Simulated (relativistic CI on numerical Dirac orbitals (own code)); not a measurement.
## What each ingredient does to the levels of Lu XLIX

Base calculation: Dirac-Coulomb-Breit CI, separate exchange-only KLI orbitals for each configuration, model QED (radiative potential, 1s self-energy scaled to tabulated hydrogen-like ionisation energies), unscaled Slater integrals.

Configuration list (outside the closed core [Ne]): 3s²3p⁶3d⁵, 3s²3p⁵3d⁶, 3s²3p⁴3d⁷, 3s3p⁶3d⁶, 3p⁶3d⁷, 3s3p⁵3d⁷, 3s²3p⁶3d⁴4s, 3s²3p⁶3d⁴4p, 3s²3p⁴3d⁶4s, 3s²3p⁵3d⁵4s, 3s²3p⁶3d⁴4f, 3p⁶3d⁶4s, 3s²3p⁶3d³4s², 3s²3p⁶3d⁴5s, 3p⁶3d⁵4s². Levels of other configurations are missing.

The lowest level and the first level of each name with at least 55 % of one term (blank where a level has no safe partner in the second run):

| Level | Base (eV) | Shift (eV) |
| --- | --- | --- |
| 3s²3p⁶3d⁵ ⁴P5/2 | 0.000 | 0.000 |
| 3s²3p⁶3d⁵ ²D3/2 | 87.439 | +1.159 |
| 3s²3p⁶3d⁵ ⁴G9/2 | 114.091 | +3.923 |
| 3s²3p⁶3d⁵ ²I13/2 | 117.364 | +5.547 |
| 3s²3p⁶3d⁵ ⁴D1/2 | 118.150 | +2.403 |
| 3s²3p⁶3d⁵ ²G7/2 | 128.345 | +3.906 |
| 3s²3p⁶3d⁵ ⁴F5/2 | 129.951 | +2.618 |
| 3s²3p⁶3d⁵ ²P3/2 | 159.964 | +2.424 |
| 3s²3p⁵3d⁶ ⁴H°13/2 | 404.065 | +6.191 |
| 3s²3p⁵3d⁶ ⁴I°15/2 | 412.540 | +7.029 |

At this charge energies of transitions that change n are usually good to better than 1 %, and those within a shell (Δn = 0) to a few per cent.

Question: One thing was changed in a second run, which moved the levels as shown. Which?
A. configuration mixing switched off
B. P86 correlation estimate
C. Breit term removed
D. only the first 3 configurations
E. QED terms removed

Answer: C. Breit term removed. The Breit term mainly narrows fine-structure intervals, so removing it widens them.

LS names give the leading component of a level, which can be under half, so a name can repeat, a term be missing and a line seem to break the LS rules.
